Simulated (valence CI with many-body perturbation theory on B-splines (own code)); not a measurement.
Results of a calculation; reference values are marked as such.
Hyperfine factors and g values of Dy17+

Method: relativistic CI+MBPT: three valence electrons over a frozen Dirac-Fock core [Kr] 4d10, radial functions for each j: 7 s, 7 p, 7 d, 7 f, 4 g, 2 h, with the one-electron correlation potential Σ1 (screened to all orders), the two-electron term Σ2, the three-electron term Σ3, Breit, model QED; selected single and double excitations, second order for the rest, scaled by the run's own slope (own B-spline code, finite nucleus).

No measured spectrum was set against this ion. As an estimate, terms of the open shell hold to a few per cent of their energy, and close levels can change places.

A/g_I is the dipole constant over the nuclear g factor μ/I (μ in nuclear magnetons, uniformly magnetised nucleus), B/Q the quadrupole constant per barn. Both hold the static response of the core; the bare values leave it out. Large factors of s and p1/2 electrons are usually good to 5 to 10 %; those of open d and f shells near neutrality can be off by tens of per cent, and small factors of p3/2, d and f electrons come from cancelling terms and can be off by a factor of two or in sign, in half-filled shells by more. B is blank for J = 1/2, where it vanishes, and for nearly pure S terms. Energies count from the lowest level.

Names give the largest LS component (configuration and term), which can be under half, so a name can repeat, a term be missing and a line seem to break the LS rules; names also repeat where a configuration has a term twice. Letters in brackets count levels of one name in rising energy.

```
           Level  E (cm⁻¹)      g  A/g_I (MHz)  A/g_I bare  B/Q (MHz/b)  B/Q bare
     4f3 4I°_9/2       0.0  0.740         2150        1950          824       708
    4f3 4I°_11/2      6927  0.966         1480        1520          893       747
    4f3 4I°_13/2     13711  1.104         1090        1280         1030       848
    4f3 4I°_15/2     20274  1.192          859        1150         1230       999
     4f3 4F°_3/2     24554  0.485         2680        2160         -551      -463
 4f3 2H°_9/2 [a]     26600  1.001         1500        1600         -884      -752
     4f3 4F°_5/2     28843  1.033         1220        1320         -467      -400
     4f3 4S°_3/2     31544  1.855         -878         171         -166      -152
     4f3 4F°_7/2     31580  1.157          965        1220        -1290     -1110
     4f3 4F°_9/2     36191  1.213          800        1120         -906      -775
     4f3 4G°_5/2     37325  0.583         2450        2050         -290      -232
4f3 2H°_11/2 [a]     37953  1.103         1030        1210         -228      -216
 4f3 4G°_7/2 [a]     38769  0.990         1380        1440          262       233
    4f3 2K°_13/2     42123  0.937         1520        1530         3060      2590
 4f3 4G°_7/2 [b]     44346  0.963         1350        1350        -1170      -991
     4f3 4G°_9/2     46312  1.150          955        1200          310       259
 4f3 2D°_3/2 [a]     46744  1.085          937        1060         -279      -229
    4f3 2K°_15/2     48375  1.053         1210        1340         3460      2900
     4f3 2P°_1/2     51393  0.563         3700        3550                       
 4f3 2G°_9/2 [a]     52044  1.133          906        1110        -1160      -971
    4f3 4G°_11/2     52148  1.239          756        1110         2.80     -16.1
     4f3 2D°_5/2     54161  1.189          861        1150        -1450     -1220
     4f3 4D°_5/2     61056  1.289          744        1180          934       788
     4f3 4D°_3/2     61261  1.098         1210        1420          405       351
    4f3 2I°_11/2     62379  0.967         1370        1400         2100      1760
 4f3 2D°_3/2 [b]     62515  1.082         1100        1260         -433      -356
     4f3 4D°_1/2     64791  0.097         4440        3640                       
    4f3 2L°_15/2     65718  0.957         1370        1380         4930      4150
    4f3 2I°_13/2     67569  1.072         1180        1340         1990      1670
     4f3 4D°_7/2     69525  1.417          127         644         2670      2230
    4f3 2L°_17/2     69545  1.057         1190        1320         5490      4620
 4f3 2H°_9/2 [b]     71581  0.918         1470        1430         1180       999
 4f3 2D°_3/2 [c]     75889  0.919         1410        1350         50.1      33.3
 4f3 2F°_5/2 [a]     77350  1.117         1180        1410          339       276
4f3 2H°_11/2 [b]     77412  1.060         1110        1240          908       770
 4f3 2F°_5/2 [b]     87511  1.007         1300        1370         1980      1670
 4f3 2F°_7/2 [a]     89901  1.145          963        1200          767       639
 4f3 2G°_9/2 [b]    103090  1.106         1100        1310         1830      1550
     4f3 2G°_7/2    105900  0.896         1450        1360         2460      2060
 4f3 2F°_7/2 [b]    144410  1.137          900        1110         3780      3190
```

(1) Take the isotope of mass number 161, with I = 5/2, μ = -0.479 μN and Q = 2.51 b. What is the hyperfine structure of 4f3 2H°_9/2 [a]?

## Answers

(1) From the table A = -287 MHz, B = -2220 MHz. Shifts from the centre of gravity in MHz: F = 2: 2930, F = 3: 2730, F = 4: 2210, F = 5: 1150, F = 6: -739, F = 7: -3780.
